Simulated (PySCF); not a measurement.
**Correlation energy of Rh (rhodium, neutral)**

[Kr] 4d7 5s1 5p1, one real determinant (an excited configuration). Computed with PySCF 2.14 in aug-cc-pVTZ-PP with ECP28MDF (6s6p5d3f2g, 88 functions), with a scalar-relativistic core potential. Frozen: 4s2 4p6; 9 electrons correlated.

```csv
level,correlation energy (mhartree)
CCSD,-201.86
(T),-6.93
CCSD(T),-208.79
```

Diagnostics: T1 = 0.014, D1 = 0.0466, largest double amplitude 0.026.

The real determinant used has ⟨L²⟩ near 14 against 20 for a pure G term, so it mixes terms.

Cost of the coupled-cluster step: roughly 40 core-seconds, for 9 correlated electrons.

Iterations:

```
CC2 = 0
CCSD nocc = (np.int64(7), np.int64(2)), nmo = (84, 84)
frozen orbitals [[0, 1, 2, 3], [0, 1, 2, 3]]
max_cycle = 100
direct = 0
conv_tol = 1e-08
conv_tol_normt = 1e-06
diis_space = 8
diis_start_cycle = 0
Init t2, MP2 energy = -0.198612691171563
Init E_corr(UCCSD) = -0.198612691175161
cycle = 1  E_corr(UCCSD) = -0.198857891932878  dE = -0.000245200758  norm(t1,t2) = 0.0420615
cycle = 2  E_corr(UCCSD) = -0.200669715614597  dE = -0.00181182368  norm(t1,t2) = 0.0172841
cycle = 3  E_corr(UCCSD) = -0.201686114307439  dE = -0.00101639869  norm(t1,t2) = 0.0097288
cycle = 4  E_corr(UCCSD) = -0.201776749904035  dE = -9.06355966e-05  norm(t1,t2) = 0.0039121
cycle = 5  E_corr(UCCSD) = -0.201799560805898  dE = -2.28109019e-05  norm(t1,t2) = 0.00274731
cycle = 6  E_corr(UCCSD) = -0.20184748959276  dE = -4.79287869e-05  norm(t1,t2) = 0.00153638
cycle = 7  E_corr(UCCSD) = -0.201860464932839  dE = -1.29753401e-05  norm(t1,t2) = 0.00103991
cycle = 8  E_corr(UCCSD) = -0.201854135395336  dE = 6.3295375e-06  norm(t1,t2) = 0.000682204
cycle = 9  E_corr(UCCSD) = -0.20185994289513  dE = -5.80749979e-06  norm(t1,t2) = 0.000488957
cycle = 10  E_corr(UCCSD) = -0.201865520118406  dE = -5.57722328e-06  norm(t1,t2) = 0.000321415
cycle = 11  E_corr(UCCSD) = -0.201862818256296  dE = 2.70186211e-06  norm(t1,t2) = 0.000189231
cycle = 12  E_corr(UCCSD) = -0.201863546939331  dE = -7.28683035e-07  norm(t1,t2) = 0.000122592
cycle = 13  E_corr(UCCSD) = -0.201864914310854  dE = -1.36737152e-06  norm(t1,t2) = 8.05473e-05
cycle = 14  E_corr(UCCSD) = -0.201865566175938  dE = -6.51865084e-07  norm(t1,t2) = 5.96465e-05
cycle = 15  E_corr(UCCSD) = -0.20186525433509  dE = 3.11840847e-07  norm(t1,t2) = 3.55588e-05
cycle = 16  E_corr(UCCSD) = -0.201864819408362  dE = 4.34926729e-07  norm(t1,t2) = 1.82446e-05
cycle = 17  E_corr(UCCSD) = -0.201864737881279  dE = 8.15270832e-08  norm(t1,t2) = 1.12915e-05
cycle = 18  E_corr(UCCSD) = -0.20186476463333  dE = -2.67520514e-08  norm(t1,t2) = 6.99105e-06
cycle = 19  E_corr(UCCSD) = -0.201864703050984  dE = 6.15823462e-08  norm(t1,t2) = 4.19348e-06
cycle = 20  E_corr(UCCSD) = -0.201864653438851  dE = 4.96121328e-08  norm(t1,t2) = 2.41198e-06
cycle = 21  E_corr(UCCSD) = -0.201864625998424  dE = 2.74404267e-08  norm(t1,t2) = 1.56744e-06
cycle = 22  E_corr(UCCSD) = -0.201864611927229  dE = 1.40711957e-08  norm(t1,t2) = 1.08391e-06
cycle = 23  E_corr(UCCSD) = -0.20186461613115  dE = -4.20392174e-09  norm(t1,t2) = 6.72381e-07
UCCSD converged
E(UCCSD) = -109.4902504799996  E_corr = -0.2018646161311504
UCCSD(T) correction = -0.00692979083888525
```

The reference is one real determinant that mixes LS terms of this configuration.
